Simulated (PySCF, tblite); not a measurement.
Isomers of C8H12O2, one GFN2-xTB conformer each. Single-point energies are computed at PBE0/pcSseg-1 (PySCF, gas phase, no added dispersion term), electronic only.

Task: Rank them by PBE0/pcSseg-1 energy, lowest first (kcal/mol).
A. `[CH:1]#[C:2][CH2:3][CH2:4][C@H:5]([CH3:6])[C:7](=[O:8])[O:9][CH3:10]` with C2–C3–C4–C5 62°, C3–C4–C5–C6 -174°, C4–C5–C7–O8 29°, C5–C7–O9–C10 -177°
B. `[CH3:1][C:2]1=[CH:3][C@@H:4]([C:5](=[O:6])[OH:7])[CH2:8][CH2:9][CH2:10]1` with C3–C4–C5–O6 102°, C4–C5–O7–H 177°, C2–C3–C4–C5 -111°, C3–C4–C8–C9 -42°, C4–C8–C9–C10 62°, C8–C9–C10–C2 -50°
C. `[CH3:1][CH:2]([CH3:3])[O:4][C:5]1=[CH:6][CH2:7][CH:8]=[CH:9][O:10]1` with C1–C2–O4–C5 -164°, C2–O4–C5–C6 -170°
D. `[CH3:1][CH:2]([CH3:3])[O:4][C@@H:5]1[CH2:6][CH:7]=[CH:8][C:9]1=[O:10]` with C1–C2–O4–C5 -153°, C2–O4–C5–C6 -169°
E. `[CH3:1][O:2][C:3](=[O:4])[C@@H:5]1[CH2:6][CH:7]=[CH:8][CH2:9][CH2:10]1` with C1–O2–C3–O4 0°, O2–C3–C5–C6 61°, C3–C5–C6–C7 -170°, C5–C6–C7–C8 16°, C7–C8–C9–C10 16°, C8–C9–C10–C5 -47°

Result: B (0.0), E (12.8), D (30.0), C (42.5), A (49.1).

As drawn, the lowest has an O–H bond and a C=C bond outside aromatic rings, which the highest lacks; the highest has a C≡C bond, which the lowest lacks. GFN2-xTB itself gives, in the same order: 0.0, 7.5, 25.6, 22.2, 42.2. Both levels put the same isomer lowest; measured from each level's own lowest isomer, the values differ by up to 20.3 kcal/mol (CC(C)OC1=CCC=CO1: 22.2 against 42.5).

Task: Which frontier levels, dipoles and rotational constants go with these structures?

Result: 
```
                 SMILES  HOMO (eV, PBE0/pcSseg-1)  LUMO (eV)  dipole (D)       A, B, C (MHz)
CC1=C[C@@H](C(=O)O)CCC1                     -6.90       0.05        1.42   2088, 1028, 816.5
  COC(=O)[C@@H]1CC=CCC1                     -7.14       0.33        1.97  2914, 781.5, 749.7
  CC(C)O[C@@H]1CC=CC1=O                     -6.65      -1.58        2.80  2454, 876.9, 763.3
       CC(C)OC1=CCC=CO1                     -5.73       0.41        1.16  3233, 785.7, 702.7
   C#CCC[C@H](C)C(=O)OC                     -7.71       0.32        1.43  1807, 844.4, 747.0
```

Task: What happens when harmonic zero-point energies from GFN2-xTB frequencies are added?

Result: 
```tsv
SMILES	ZPE (kcal/mol)	electronic (kcal/mol)	with ZPE (kcal/mol)
CC1=C[C@@H](C(=O)O)CCC1	116.0	0.0	0.0
COC(=O)[C@@H]1CC=CCC1	115.5	12.8	12.4
CC(C)O[C@@H]1CC=CC1=O	114.3	30.0	28.3
CC(C)OC1=CCC=CO1	114.5	42.5	41.0
C#CCC[C@H](C)C(=O)OC	113.0	49.1	46.1
```

The zero-point energies span 3.0 kcal/mol. The order is unchanged.
